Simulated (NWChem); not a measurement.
Species: C₂H₃ClF₂Si; SMILES F/C=C(/Cl)[SiH2]F

```xyz
9

F      2.2226    -1.0561    -0.1468
C      0.9431    -1.3923    -0.1910
C     -0.0261    -0.5065     0.0661
Cl    -1.6743    -1.0540    -0.0372
Si     0.2259     1.2915     0.5203
F     -0.2195     2.2230    -0.7338
H      0.7769    -2.4427    -0.4531
H     -0.6640     1.6194     1.6630
H      1.6571     1.5527     0.8125
```
Atoms are numbered in this order, from 1.

All runs: NWChem. Pople sets run with spherical d functions. Coordinates come from a PBE0/def2-SVP optimisation. B3LYP is NWChem's, with the RPA form of VWN correlation.

For level B3LYP/6-31G*:

| Property | Value |
|---|---|
| highest occupied level (eV) | -7.22 |
| orbital gap (eV) | 6.15 |

Task: What are these values for level HCTH/407/6-31G*?

Result: The highest occupied level (eV) is -6.41. The orbital gap (eV) is 4.53.
